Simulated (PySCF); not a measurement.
Ge2H6S.

```xyz
9

Ge     1.7123     0.0000    -0.2498
S      0.0000     0.0000     1.2077
Ge    -1.7123     0.0000    -0.2498
H      2.9878     0.0000     0.6098
H      1.6552    -1.2592    -1.1394
H      1.6552     1.2592    -1.1394
H     -1.6552     1.2592    -1.1394
H     -2.9878     0.0000     0.6098
H     -1.6552    -1.2592    -1.1394
```

Geometry optimised at B3LYP-D3(BJ)/def2-SVP.

Method: PySCF with PBE/pcSseg-1. Non-relativistic, no solvent.

**Question.** Give the absolute GIAO shielding of each atom: isotropic value and principal components (ppm). (Estimate from the structure and the level; the computed values follow.)

**Answer.** 
```
atom  σ(iso)     σ11     σ22     σ33   span
----  ------  ------  ------  ------  -----
Ge1   1416.3  1286.8  1358.4  1603.8  317.0
S2     780.8   748.1   788.7   805.6   57.5
Ge3   1416.3  1286.8  1358.4  1603.8  317.0
H4      26.3    19.5    21.4    37.9   18.4
H5      26.3    19.6    22.3    37.1   17.5
H6      26.3    19.6    22.3    37.1   17.5
H7      26.3    19.6    22.3    37.1   17.5
H8      26.3    19.5    21.4    37.9   18.4
H9      26.3    19.6    22.3    37.1   17.5
```
